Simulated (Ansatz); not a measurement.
`C#C[TeH]` + `ClBCl` → `C#CB(Cl)Cl` + H₂Te at 600 K and 1 bar (formal exchange of groups at a C–Te bond).

Isolated molecules relaxed with PBE0-D4/def2-TZVP in Ansatz; ΔE leaves out vibrations. CCSD(T)/CBS adds triple-zeta CCSD(T) − MP2 to the extrapolated MP2 energy (def2 sets, frozen cores). This one scheme is used for every species. Elements past krypton have def2 core potentials. For Te outer-core shells are correlated without core-valence functions, which leaves a few kJ/mol of doubt a bond.

```tsv
species	CCSD(T)/CBS energy (Eh)	H − E (kJ/mol)	S (J/(mol·K))
`C#C[TeH]`	-344.94570	100.8	338.0
`ClBCl`	-945.02167	68.4	308.2
`C#CB(Cl)Cl`	-1021.08170	113.0	381.9
H₂Te	-268.91024	52.9	255.0
```

H − E and S are ideal-gas, rigid-rotor, harmonic terms from PBE0-D4/def2-TZVP. 1 Eh = 2625.50 kJ/mol, R = 8.31446 J/(mol·K).

Question: By hand: ΔE, ΔH, ΔS and ΔG.

Answer: ΔE = (-1021.08170) + (-268.91024) − (-344.94570) − (-945.02167) = -0.02457 Eh = -64.5 kJ/mol. Δ(H − E) = 113.0 + 52.9 − 100.8 − 68.4 = -3.3, so ΔH = -67.8 kJ/mol. ΔS = 381.9 + 255.0 − 338.0 − 308.2 = -9.3 J/(mol·K). ΔG = -67.8 − 600 × (-9.3)/1000 = -62.2 kJ/mol.

Question: By hand: the equilibrium constant, and the temperature at which ΔG would vanish if ΔH and ΔS stayed fixed.

Answer: log₁₀ K = −ΔG/(RT ln 10) = 5.4. ΔG = 0 at ΔH/ΔS = 7290 K, far beyond where these terms or the molecules hold.

The number of gas molecules stays the same, so ΔS is small and ΔH decides. A doubt of 5 kJ/mol in ΔE shifts log₁₀ K by 0.4 here. These are equilibria of isolated gas molecules and say nothing of rates. Largest T1 diagnostic: 0.013 (customary marks: 0.02 for closed shells, 0.045 for open ones).
